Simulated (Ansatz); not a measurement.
`[Cl][GeH]([Cl])[SeH]` + CH₃NH₂ → `C[NH][GeH]([Cl])[Cl]` + H₂Se at 298.15 K and 1 bar (ligand exchange at a Ge–Se bond).

Calculated with Ansatz (gas phase, PBE0-D4/def2-TZVP geometries, no zero-point term in ΔE). CBS: MP2 limit from def2 TZ/QZ plus the TZ coupled-cluster correction, frozen cores. For Ge, Se outer-core shells are correlated without core-valence functions, which leaves a few kJ/mol of doubt a bond. Scalar relativity is left out up to krypton. Each species was taken in one conformer, which may not be the lowest.

```csv
species,CCSD(T)/CBS energy (Eh),H − E (kJ/mol),S (J/(mol·K))
`[Cl][GeH]([Cl])[SeH]`,-5397.68334,70.7,367.3
CH₃NH₂,-95.75281,180.0,240.4
`C[NH][GeH]([Cl])[Cl]`,-3091.52536,194.8,377.3
H₂Se,-2401.89790,45.8,219.1
```

H − E and S are ideal-gas, rigid-rotor, harmonic terms from PBE0-D4/def2-TZVP, for one conformer and one mirror image of each species. 1 Eh = 2625.50 kJ/mol, R = 8.31446 J/(mol·K).

Problem. By hand: ΔE, ΔH, ΔS and ΔG.

Solution. ΔE = (-3091.52536) + (-2401.89790) − (-5397.68334) − (-95.75281) = 0.01289 Eh = 33.8 kJ/mol. Δ(H − E) = 194.8 + 45.8 − 70.7 − 180.0 = -10.1, so ΔH = 23.7 kJ/mol. ΔS = 377.3 + 219.1 − 367.3 − 240.4 = -11.3 J/(mol·K). ΔG = 23.7 − 298.15 × (-11.3)/1000 = 27.1 kJ/mol.

Problem. By hand: the equilibrium constant, and the temperature at which ΔG would vanish if ΔH and ΔS stayed fixed.

Solution. log₁₀ K = −ΔG/(RT ln 10) = -4.7. ΔH and −TΔS have one sign here, so there is no such temperature.

The number of gas molecules stays the same, so ΔS is small and ΔH decides. A doubt of 5 kJ/mol in ΔE shifts log₁₀ K by 0.9 here. Other conformers and mirror images would add mixing entropy, several J/(mol·K) or more a flexible species. Modes under 60 cm⁻¹, often nearly free rotors, make the harmonic entropy too high. These are equilibria of isolated gas molecules and say nothing of rates. Largest T1 diagnostic: 0.010 (customary marks: 0.02 for closed shells, 0.045 for open ones).

ΔS is within the doubt of such terms, so its sign, and with it that verdict, could turn.
